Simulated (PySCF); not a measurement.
Computed shifts of a molecule C3H9NSi, KT2/pcSseg-1 in PySCF, GIAO, gas phase, atoms alike by connectivity averaged where their shifts nearly agree, in ppm (number of nuclei): ¹³C: 142.8 (1), 84.2 (1), 44.5 (1). ¹⁵N: 70.9 (1). ²⁹Si: -50.4 (1). ¹H: 6.23 (1), 4.99 (3), 4.19 (2), 3.16 (3). References: ¹³C against TMS (σ = 185.1 ppm); ¹⁵N against NH3 (σ = 266.2 ppm); ²⁹Si against TMS (σ = 361.9 ppm); ¹H against TMS (σ = 31.47 ppm), references at their B3LYP-D3(BJ)/def2-TZVP geometries, non-relativistic. Geometry: PBE0-D3(BJ)/def2-SVP. One conformer was computed; it need not be the lowest.

Question: Which structure fits?
A. C=C([SiH3])CN
B. C=C[Si@H](C)N
C. C/N=C/[SiH2]C
D. C=CN(C)[SiH3]

Answer: D, C=CN(C)[SiH3]
